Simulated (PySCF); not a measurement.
3-ethenylthietane (C5H8S), SMILES C(C1CSC1)=C.

Geometry optimised at B3LYP-D3(BJ)/def2-SVP. The values are those of a single conformer.

Computed with M06-2X/def2-TZVP run with PySCF.

Gas-phase values at a fixed geometry.

```json
{
  "total_energy": "-593.46052 hartree",
  "point_group": "Cs",
  "highest_occupied_level": "-7.55 eV",
  "lowest_empty_level": "0.36 eV",
  "orbital_gap": "7.91 eV",
  "dipole_moment": "1.85 D",
  "quadrupole, principal values (traceless, Buckingham form, about the centre of nuclear charge)": "-5.02, 2.44, 2.58 D·Å",
  "mean_static_polarisability": "77.2 bohr³ (11.45 Å³)",
  "polarisability_principal_values": "61.4, 67.3, 103.0 bohr³"
}
```
